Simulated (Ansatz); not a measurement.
# Molecular dynamics of AlH$_{7}$O$_{2}$Si

The input (input.yaml):

```yaml
crystal:
  periodic: [false, false, false]
  atoms:
    - { symbol: Al, position_ang: [-0.045892, 0.289875, -0.027861] }
    - { symbol: H, position_ang: [-0.706338, -0.63693, 1.321588] }
    - { symbol: O, position_ang: [1.640503, 0.03758, -0.218402] }
    - { symbol: H, position_ang: [2.011682, -0.216471, -1.067406] }
    - { symbol: H, position_ang: [-1.056905, 0.398656, -1.243122] }
    - { symbol: O, position_ang: [-0.241584, 1.495744, 1.385221] }
    - { symbol: Si, position_ang: [0.874924, 2.430147, 2.236967] }
    - { symbol: H, position_ang: [1.837329, 1.555245, 2.95485] }
    - { symbol: H, position_ang: [1.586048, 3.305771, 1.272559] }
    - { symbol: H, position_ang: [0.128581, 3.257333, 3.219956] }
    - { symbol: H, position_ang: [-0.572949, 0.383751, 1.709851] }
basis:
  gaussian: { orbitals: "6-31G*" }
hamiltonian:
  xc: pbe0
  dispersion: d4
md:
  timestep: 0.5
  n_steps: 200
  ensemble: nve
  temperature: 300.0
  initial_velocities: maxwell_boltzmann
  seed: 3540
```

Run as:

```bash
$ ansatz run input.yaml --threads 1 --pin off --max-ram 2048MiB --backend cpu --events-out ev --progress --plain --runs-dir out
```

It starts at the highest image of a converged band, a first-order saddle point between two minima.

Output, in part (step lines, the closing report, with atoms numbered from 0):

```
md step     0: t =     0.00 fs  T =   300.0 K  F+E_penalty+E_count = -18672.22502488 eV  E_kin = 0.349002 eV  conserved = -18671.87602289 eV  (24 SCF iters)
[... lines left out ...]
Total energy: -18672.96496670 eV, -686.2188055360 hartree
Atom 0 at     0.012052     0.575700    -0.011578 Å, force    -0.008323    -1.350024    -0.744925 eV/Å
Atom 1 at    -3.165459    -6.637290     2.357276 Å, force    -0.001415    -0.417223     0.452715 eV/Å
Atom 2 at     1.567691    -0.084221    -0.236098 Å, force    -0.060827    -0.464490    -0.257324 eV/Å
Atom 3 at     1.733939    -0.994756    -0.502203 Å, force    -0.010518     0.146804    -0.114724 eV/Å
Atom 4 at    -1.445595     0.170121    -0.444785 Å, force     0.092946    -0.229394    -0.348021 eV/Å
Atom 5 at     0.062484     1.794299     1.077071 Å, force     0.334804     1.390920     1.291630 eV/Å
Atom 6 at     0.905362     2.557605     2.259582 Å, force    -1.352627     1.866061     0.141579 eV/Å
Atom 7 at     2.036364     1.876300     2.903790 Å, force     0.330217    -0.340567    -0.112408 eV/Å
Atom 8 at     1.315269     3.947841     1.707260 Å, force     0.030444    -0.919178     0.403591 eV/Å
Atom 9 at    -0.150134     2.830734     3.335812 Å, force     0.643921    -0.100217    -0.259351 eV/Å
Atom 10 at    -3.166517    -7.153083     2.917016 Å, force     0.001378     0.417307    -0.452763 eV/Å
Dipole moment:     0.054728    -0.440727    -0.236315 e Å
```

The steps, from the saved trajectory:

```
time (fs)  T (K)  potential energy less start (eV)  conserved less start (meV/atom)
        0    300                             0.000                             0.00
        3    222                             0.092                             0.06
        6    217                             0.098                             0.05
        9    294                             0.008                             0.05
       12    468                            -0.195                             0.05
       15    705                            -0.471                             0.03
       18    866                            -0.658                             0.04
       21   1027                            -0.846                            -0.02
       24   1093                            -0.922                             0.00
       27   1110                            -0.941                             0.04
       30   1075                            -0.902                             0.02
       33    915                            -0.715                             0.05
       36    846                            -0.635                            -0.01
       39    809                            -0.592                             0.02
       42    836                            -0.623                             0.06
       45    909                            -0.708                             0.05
       48    973                            -0.782                             0.05
       51   1083                            -0.911                            -0.05
       54   1035                            -0.856                             0.00
       57    943                            -0.747                             0.05
       60    868                            -0.660                             0.05
       63    783                            -0.561                             0.07
       66    819                            -0.605                            -0.02
       69    809                            -0.592                             0.02
       72    838                            -0.625                             0.06
       75    903                            -0.700                             0.05
       78    943                            -0.748                             0.05
       81   1025                            -0.844                            -0.03
       84    999                            -0.813                             0.01
       87    974                            -0.784                             0.04
       90    923                            -0.724                             0.05
       93    846                            -0.634                             0.07
       96    887                            -0.683                            -0.01
       99    918                            -0.719                             0.01
```

All steps were run. The conserved energy stayed within 0.082 meV per atom of its start (net change 0.029 meV per atom), so the integration is sound. The kinetic energy rose, since the run started high on the potential surface and went downhill. It ends in pieces (AlH5O2Si + H2), so much of that is their flight and rotation, not heat. A run of 0.1 ps of so small a system gives no equilibrium averages. The orbitals stay closed-shell, which can raise the energy where a bond breaks towards radicals; this wasn't checked here.

Between its relaxed ends the band would form H2–H11 and break Al1–H2, O3–Si7, O6–H11. These pairs go: H2–H11 1.10 → 0.76 Å, Al1–H2 1.77 → 8.23 Å, O3–Si7 3.51 → 3.69 Å, O6–H11 1.20 → 9.69 Å. In the last frame they stand as after the step (other bonds may differ from the relaxed reactants and products). Also parted: Al1–H11 1.82 → 8.86 Å. It ends as AlH5O2Si + H2. Pairs count as bonded within 1.25 times the sum of covalent radii (0.12 Å more for H–H).

Last frame:

```xyz
11
Properties=species:S:1:pos:R:3
Al 0.012 0.576 -0.012
H -3.166 -6.637 2.357
O 1.568 -0.084 -0.236
H 1.734 -0.995 -0.502
H -1.446 0.170 -0.445
O 0.062 1.794 1.077
Si 0.905 2.558 2.260
H 2.036 1.876 2.904
H 1.315 3.948 1.707
H -0.150 2.831 3.336
H -3.167 -7.153 2.917
```

Time of the run: 13 min on 1 thread of Arm Neoverse V1, with other jobs on the host, peak memory 0.16 GiB.
